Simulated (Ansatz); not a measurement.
An input meant for Ge8BPH16, a doped cluster cut from the lattice of germanium (B and P 4.0 A apart) (charge 0, singlet).

```yaml
crystal:
  periodic: [false, false, false]
  atoms:
    - {symbol: B, position_ang: [-2.949455, 2.951120, -2.960246]}
    - {symbol: Ge, position_ang: [3.058737, -2.801999, -3.272124]}
    - {symbol: P, position_ang: [-2.800067, -2.728584, 2.729193]}
    - {symbol: Ge, position_ang: [3.050012, 3.280938, 2.800859]}
    - {symbol: Ge, position_ang: [-5.666123, 0.404107, -0.411608]}
    - {symbol: Ge, position_ang: [0.171411, -5.990381, -0.021679]}
    - {symbol: Ge, position_ang: [-0.467120, 0.431007, -5.832821]}
    - {symbol: Ge, position_ang: [-0.473948, 5.831431, -0.442248]}
    - {symbol: Ge, position_ang: [6.260721, -0.162568, 0.171702]}
    - {symbol: Ge, position_ang: [0.163073, 0.031540, 5.990552]}
    - {symbol: H, position_ang: [-4.654375, 4.438635, -4.452505]}
    - {symbol: H, position_ang: [4.884658, -5.024120, -5.154666]}
    - {symbol: H, position_ang: [-4.663774, -4.525258, 4.526201]}
    - {symbol: H, position_ang: [4.869800, 5.169490, 5.022922]}
    - {symbol: H, position_ang: [-7.614537, -2.031953, -1.859778]}
    - {symbol: H, position_ang: [-7.618121, 1.854330, 2.020404]}
    - {symbol: H, position_ang: [-2.154279, -8.015609, -1.508400]}
    - {symbol: H, position_ang: [1.813135, -7.799301, 2.381647]}
    - {symbol: H, position_ang: [-2.228610, -1.763757, -7.814143]}
    - {symbol: H, position_ang: [1.551984, 2.213318, -7.966274]}
    - {symbol: H, position_ang: [1.545650, 7.963492, -2.225723]}
    - {symbol: H, position_ang: [-2.240902, 7.815227, 1.745877]}
    - {symbol: H, position_ang: [8.609923, 1.595095, -1.585661]}
    - {symbol: H, position_ang: [7.913240, -2.287474, 2.302651]}
    - {symbol: H, position_ang: [-2.167450, 1.517616, 8.010699]}
    - {symbol: H, position_ang: [1.806415, -2.366386, 7.805146]}
basis:
  gaussian: {orbitals: STO-3G, final_grid: {core_spheres: 5, valence_spheres: 4, degree: 11}}
hamiltonian: {xc: {name: SVWN5}}
scf: {lower_state_search: off}
output: {forces: true}
```

```sh
$ ansatz run in.yaml --threads 2 --pin off --events-out ev --progress --plain --max-ram 32768MiB --backend cuda --devices 0, --max-vram 18GiB
```

Output, abridged:

```
Functional definition: SVWN5
1678 factors; integrals over basis functions are off by at most 2.7e-5 eV
mean field evaluation 1: about -450959.3240 eV, gradient 6.6e1 eV
mean field evaluation 2: about -455342.1093 eV, gradient 1.0e2 eV
mean field evaluation 4: about -455466.0178 eV, gradient 8.1e1 eV
mean field evaluation 8: about -455542.1237 eV, gradient 7.8e1 eV
mean field evaluation 16: about -456116.5981 eV, gradient 2.4e1 eV
mean field evaluation 32: about -456126.2717 eV, gradient 1.6e-1 eV
mean field evaluation 64: about -456126.3132 eV, gradient 8.1e-3 eV
mean field evaluation 96: about -456126.3144 eV, gradient 2.1e-3 eV
mean field evaluation 128: about -456126.3145 eV, gradient 2.4e-3 eV
mean field -456126.31446742 eV, -16762.3328831572 hartree, gradient 5.5e-6 eV, S^2 0.000000; 0 other end points of the search recorded, 0 dependent functions left out
reference -456126.31477065 eV, -16762.3328943009 hartree; 146, 146 occupied and 28, 28 virtual orbitals, 1678 factors
Total energy: -456126.31477065 eV, -16762.3328943009 hartree
Atom 0 at    -2.949455     2.951120    -2.960246 Å, force    -1.476845     1.281988    -1.277947 eV/Å
Atom 1 at     3.058737    -2.801999    -3.272124 Å, force     0.767807    -0.948148    -0.766457 eV/Å
Atom 2 at    -2.800067    -2.728584     2.729193 Å, force    -0.991615    -0.976071     0.976244 eV/Å
Atom 3 at     3.050012     3.280938     2.800859 Å, force     0.762516     0.772612     0.944895 eV/Å
Atom 4 at    -5.666123     0.404107    -0.411608 Å, force    -1.523521    -0.368127     0.366023 eV/Å
Atom 5 at     0.171411    -5.990381    -0.021679 Å, force    -0.295765    -1.519633     0.373625 eV/Å
Atom 6 at    -0.467120     0.431007    -5.832821 Å, force     0.096958    -0.141556    -1.616714 eV/Å
Atom 7 at    -0.473948     5.831431    -0.442248 Å, force     0.095371     1.609858     0.137951 eV/Å
Atom 8 at     6.260721    -0.162568     0.171702 Å, force     1.598702    -0.130985     0.132929 eV/Å
Atom 9 at     0.163073     0.031540     5.990552 Å, force    -0.296645    -0.371881     1.519860 eV/Å
Atom 10 at    -4.654375     4.438635    -4.452505 Å, force     1.511042    -1.323726     1.327538 eV/Å
Atom 11 at     4.884658    -5.024120    -5.154666 Å, force    -0.796853     0.967708     0.818608 eV/Å
Atom 12 at    -4.663774    -4.525258     4.526201 Å, force     1.045131     0.998857    -0.998898 eV/Å
Atom 13 at     4.869800     5.169490     5.022922 Å, force    -0.794288    -0.821647    -0.967245 eV/Å
Atom 14 at    -7.614537    -2.031953    -1.859778 Å, force     0.802922     1.023356     0.625545 eV/Å
Atom 15 at    -7.618121     1.854330     2.020404 Å, force     0.804372    -0.626166    -1.021764 eV/Å
Atom 16 at    -2.154279    -8.015609    -1.508400 Å, force     1.001955     0.849626     0.654437 eV/Å
Atom 17 at     1.813135    -7.799301     2.381647 Å, force    -0.714410     0.747521    -1.029769 eV/Å
Atom 18 at    -2.228610    -1.763757    -7.814143 Å, force     0.753079     0.926519     0.809797 eV/Å
Atom 19 at     1.551984     2.213318    -7.966274 Å, force    -0.864231    -0.766456     0.888108 eV/Å
Atom 20 at     1.545650     7.963492    -2.225723 Å, force    -0.863613    -0.886148     0.764854 eV/Å
Atom 21 at    -2.240902     7.815227     1.745877 Å, force     0.754415    -0.809979    -0.922229 eV/Å
Atom 22 at     8.609923     1.595095    -1.585661 Å, force    -0.988798    -0.767393     0.767406 eV/Å
Atom 23 at     7.913240    -2.287474     2.302651 Å, force    -0.676231     0.907145    -0.909450 eV/Å
Atom 24 at    -2.167450     1.517616     8.010699 Å, force     1.003959    -0.654010    -0.847410 eV/Å
Atom 25 at     1.806415    -2.366386     7.805146 Å, force    -0.715414     1.026735    -0.749936 eV/Å
Dipole moment:     0.238368     0.052977    -0.058199 e Å
Checks for a lower state left out: stability, starts, cluster_reference, orbital_swaps, neighbouring_geometries, increment
```

Q: Something in this input is off. What?

A: The geometry is stretched to more than twice its size. Self-consistency was reached. The result belongs to that input, not to the species as meant.
